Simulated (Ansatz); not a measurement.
Harmonic frequencies (cm⁻¹) at PBE0-D4/def2-TZVP from Ansatz: 31, 115, 147, 291, 431, 554, 612, 630, 680, 704, 723, 984, 1011, 1039, 1068, 1422, 1439, 3080, 3080, 3139, 3140.

Which molecule is it?
A. `BC(B)=C`
B. `COB[SiH3]`
C. `[Cl][Ga]1[CH2]S[CH2]1`
D. `B[S][Al]([F])[F]`

C.
